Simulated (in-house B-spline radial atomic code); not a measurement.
The numbers below are computed, except where a source is named.
## C in electron gases of falling density

A nucleus sits in a uniform electron gas with a rigid positive background. The Kohn-Sham equations are solved self-consistently in the spin-unpolarised LDA (PW92), non-relativistic, on B-splines with outgoing waves at the boundary and partial waves to l = 8. The model has no lattice, no bands and no magnetic solution. Atomic units; δ_l are the phase shifts at the Fermi level, counted so that each bound state adds π, and good to about 0.0005.

```
r_s (bohr)     k_F   δ0/π   δ1/π    δ2/π  shallowest bound level (hartree)  σ_tr (bohr²)  Q (a.u.)
       1.5  1.2794  1.205  0.463   0.053                         s -0.0265         18.59     1.682
      1.65  1.1631  1.249  0.477   0.044                         s -0.0375         22.07     1.364
       1.8  1.0662  1.289  0.487   0.035                         s -0.0482         25.63     1.119
         2  0.9596  1.337  0.499   0.024                         s -0.0619         30.50     0.874
      2.07  0.9271  1.352  0.502   0.020                         s -0.0665         32.26     0.805
       2.2  0.8723  1.378  0.506   0.015                          s -0.075         35.61     0.696
       2.4  0.7996  1.414  0.512   0.007                         s -0.0877         41.09     0.567
      2.67  0.7188  1.456  0.516  -0.001                          s -0.104         49.35     0.445
         3  0.6397  1.497  0.517  -0.009                          s -0.124         61.20     0.346
       3.3  0.5816  1.527  0.515  -0.014                          s -0.141         73.93     0.286
       3.6  0.5331  1.551  0.513  -0.017                          s -0.156         88.64     0.242
         4  0.4798  1.575  0.508  -0.019                          s -0.174        111.31     0.199
```

Q = n k_F σ_tr, with n = 3/(4π r_s³).

How does the screening charge move between partial waves as the gas thins?

By (2/π)(2l + 1) δ_l, at r_s = 1.5 it is s 2.41, p 2.78, d 0.53, f and beyond 0.28, and at r_s = 4 s 3.15, p 3.05, d -0.19, f and beyond 0.00. The free atom is [He] 2s2 2p2.

What end-to-end powers of r_s do the first and last rows give for σ_tr and Q?

σ_tr goes as r_s^+1.82 and Q as r_s^-2.18. Since n k_F/k_F² goes as r_s⁻², Q = 4π n Σ/k_F would fall as r_s⁻² at fixed phase shifts; the sum Σ (l + 1) sin²(δ_l − δ_(l+1)) is 2.421 in the first row and 2.039 in the last, and ranges from 1.99 to 2.42 between them, so these powers are no law.
